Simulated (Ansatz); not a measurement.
# Bend profile

C$_{2}$H$_{6}$SSi (SMILES C=CS[SiH3]), singlet, at its PBE0-D4/def2-TZVP minimum:

C1  (-0.196, 2.195, 0.281)
C2  (-0.226, 0.880, 0.452)
S3  (-1.059, -0.211, -0.652)
Si4  (0.221, -1.910, -0.489)
H5  (-0.635, 2.671, -0.588)
H6  (0.268, 2.831, 1.026)
H7  (0.218, 0.422, 1.331)
H8  (-0.480, -3.012, -1.191)
H9  (0.423, -2.245, 0.945)
H10  (1.548, -1.672, -1.113)
(Å)

The angle H9–Si4–H8 (110.7° at the minimum) is set to the values below, H9, with anything bonded beyond it, turning rigidly in the plane of the angle. Each method's energies count from its own value at the PBE0-D4 minimum structure. Computed with Ansatz 0.2.0 (basis: def2-TZVPP); correlated methods freeze the cores.

CCSD(T) energies along the scan:
| angle (°) | CCSD(T) (eV) |
| --- | --- |
| 92.7 | 0.214 |
| 97.2 | 0.120 |
| 101.7 | 0.053 |
| 106.2 | 0.013 |
| 110.7 | 0.000 |
| 115.2 | 0.013 |
| 119.7 | 0.051 |
| 124.2 | 0.115 |
| 128.7 | 0.204 |
They count from the CCSD(T) energy at the PBE0-D4 minimum.

Largest difference from the CCSD(T) curve over the scan: PBE-D4 0.025; wB97M-V 0.007; MP2 0.009 eV. Each curve counts from its own value at the minimum.

No T1 diagnostic of these runs exceeds 0.013.

For scale, one of the runs: CCSD(T)/def2-TZVPP, 230 basis functions (an equivalent command: `ansatz run in.yaml --threads 4`). Time: 63 s of wall clock on 4 CPU threads; the host was shared. Peak host memory: 3.7 GiB.
